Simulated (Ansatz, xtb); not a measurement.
Relative energy of two structures of O2SSi

Structure X: `O1[Si]OS1`, a singlet. Structure Y: a singlet given by its coordinates. Both are isolated molecules in the gas phase, relaxed with PBE0-D3(BJ)/def2-SVP.

X (Å):

```xyz
4

O    -0.0095    0.7261    1.0183
O     0.5735   -0.1713   -1.0042
S     1.4616    0.3999    0.2928
Si   -0.9713    0.1473   -0.2966
```

Y (Å):

```xyz
4

O     0.8389   -0.8440    0.1255
O    -2.0291    0.0567   -0.0780
S     1.3304    0.9654    0.0224
Si   -0.5136    0.0706   -0.0049
```

Close contacts (Å): O1–S3 1.88, O1–Si4 1.64, O2–Si4 1.52, S3–Si4 2.05.

Energies in hartree; the thermal terms are from PBE0-D3(BJ)/def2-SVP harmonic frequencies (ideal gas, rigid rotor, one conformer each, 200 K, 1 atm) and include the zero-point energy:

|  | X | Y |
| --- | --- | --- |
| E, CCSD(T)/def2-TZVPP | −837.045296 | −837.053960 |
| zero-point energy | 0.008881 | 0.008735 |
| H(200 K) − E | 0.011690 | 0.011792 |
| G(200 K) − E | −0.007687 | −0.008534 |

Q: Work out ΔE, ΔE₀, ΔH and ΔG for X → Y in kcal/mol (1 Eh = 627.51 kcal/mol) and the equilibrium ratio [Y]/[X].

A: 1. ΔE = −837.053960 − (−837.045296) = −0.008664 Eh = −5.44 kcal/mol.
2. ΔE₀ = ΔE + ΔZPE = −0.008664 + (−0.000146) Eh = −5.53 kcal/mol.
3. ΔH = ΔE + (+0.000102) Eh = −5.37 kcal/mol.
4. ΔG = ΔE + (−0.000847) Eh = −5.97 kcal/mol, so ΔS = (ΔH − ΔG)/T = +12.5 J/(mol K).
5. kT = 0.6334 mEh, so K = [Y]/[X] = exp(−ΔG/kT) = exp(+15.02) ≈ 3.3 × 10^6.

Structure Y is favoured at this temperature. An error of 1 kcal/mol in ΔG would change K by a factor of 12. HF/STO-3G, HF/def2-TZVPP gave ΔE the other sign. Large T1 diagnostics make the coupled-cluster value less sure. Mirror images and further conformers aren't counted.

Other levels gave ΔE = −26.7 (GFN2-xTB); +71.7 (HF/STO-3G, GFN2-xTB geometries); −6.5 (r2SCAN-D4/def2-SVP, GFN2-xTB geometries); −2.1 (PBE0-D3(BJ)/def2-SVP); +3.1 (HF/def2-TZVPP); −11.3 (MP2/def2-TZVPP) kcal/mol. The correlated steps freeze 12 core orbitals. Programs: Ansatz 0.2.0, xtb 6.7.1.
